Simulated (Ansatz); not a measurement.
Other settings, tried on the cluster Al₇F₆.

```yaml
crystal:
  periodic: [false, false, false]
  atoms:
    - {symbol: Al, position_ang: [-1.651482, 2.122893, -0.347399]}
    - {symbol: Al, position_ang: [-1.273708, 0.068276, -2.110559]}
    - {symbol: Al, position_ang: [2.146183, -1.878992, 1.138204]}
    - {symbol: Al, position_ang: [-0.159641, 0.237358, 0.964769]}
    - {symbol: Al, position_ang: [1.759224, 0.375757, -1.688142]}
    - {symbol: Al, position_ang: [1.224740, 2.416470, 0.050197]}
    - {symbol: Al, position_ang: [-1.953282, -2.301403, 0.562608]}
    - {symbol: F, position_ang: [-0.223065, 3.271149, -0.814466]}
    - {symbol: F, position_ang: [-2.122916, -1.231183, -1.102748]}
    - {symbol: F, position_ang: [2.545096, -0.752352, -0.449334]}
    - {symbol: F, position_ang: [1.226403, -0.269190, 2.006935]}
    - {symbol: F, position_ang: [-1.645828, -0.565961, 1.604789]}
    - {symbol: F, position_ang: [0.128286, -1.492812, 0.185135]}
basis:
  gaussian: {orbitals: "6-31G*"}
magnetization: {spin_polarized: true, initial_magnetization: 1}
hamiltonian: {xc: {name: B2GP-PLYP}}
scf: {omitted_lower_state_checks: [starts]}
output: {forces: true}
```

```sh
$ ansatz run in.yaml --threads 4 --pin off --events-out ev --progress --plain --max-ram 6963MiB
```

Shortened log:

```
Functional definition: B2GP-PLYP
1905 factors; integrals over basis functions are off by at most 6.1e-4 eV
mean field evaluation 1: about -62418.5315 eV, gradient 4.6e1 eV
mean field evaluation 2: about -62418.6222 eV, gradient 4.6e1 eV
mean field evaluation 4: about -62426.4152 eV, gradient 1.9e0 eV
mean field evaluation 8: about -62426.4733 eV, gradient 3.5e-1 eV
mean field evaluation 16: about -62426.4785 eV, gradient 5.4e-2 eV
mean field evaluation 32: about -62426.4815 eV, gradient 8.8e-4 eV
mean field evaluation 64: about -62426.4815 eV, gradient 7.7e-7 eV
mean field -62426.48154450 eV, -2294.1308825713 hartree, gradient 7.7e-7 eV, S^2 0.800073; 0 other end points of the search recorded, 0 dependent functions left out
41 core orbitals not correlated: weight in the atoms' cores, before any rotation towards them, 1.000 or more for the frozen orbitals, at most 0.000 for the correlated occupied ones
reference -62426.48169031 eV, -2294.1308879300 hartree; 32, 31 occupied and 150, 151 virtual orbitals, 1905 factors
second order -46.55517267 eV of doubles, -0.00000000 eV of singles
Total energy: -62443.24155248 eV, -2294.7468015042 hartree
Atom 0 at    -1.651482     2.122893    -0.347399 Å, force     0.434166     0.242228     0.027738 eV/Å
Atom 1 at    -1.273708     0.068276    -2.110559 Å, force    -0.285422    -0.338116     0.121696 eV/Å
Atom 2 at     2.146183    -1.878992     1.138204 Å, force    -0.148813     0.234548    -0.093165 eV/Å
Atom 3 at    -0.159641     0.237358     0.964769 Å, force     0.050859    -0.550606     0.107972 eV/Å
Atom 4 at     1.759224     0.375757    -1.688142 Å, force     0.284351    -0.275357     0.215272 eV/Å
Atom 5 at     1.224740     2.416470     0.050197 Å, force    -0.451652     0.145746    -0.082274 eV/Å
Atom 6 at    -1.953282    -2.301403     0.562608 Å, force     0.119665     0.259603    -0.052468 eV/Å
Atom 7 at    -0.223065     3.271149    -0.814466 Å, force    -0.008464    -0.286183     0.195572 eV/Å
Atom 8 at    -2.122916    -1.231183    -1.102748 Å, force     0.206943     0.198393     0.043698 eV/Å
Atom 9 at     2.545096    -0.752352    -0.449334 Å, force    -0.239594     0.148314    -0.016380 eV/Å
Atom 10 at     1.226403    -0.269190     2.006935 Å, force    -0.257059    -0.052323    -0.350204 eV/Å
Atom 11 at    -1.645828    -0.565961     1.604789 Å, force     0.345122     0.011055    -0.265547 eV/Å
Atom 12 at     0.128286    -1.492812     0.185135 Å, force    -0.050102     0.262698     0.148090 eV/Å
Dipole moment:    -0.013149     0.546880    -0.334920 e Å
Checks for a lower state left out: starts
```

Run time 2 min (4 threads of Arm Neoverse V2 on a shared host), peak host memory 1.8 GiB.

The 6-31G sets use Cartesian d functions. Correlated methods freeze 41 core orbitals.
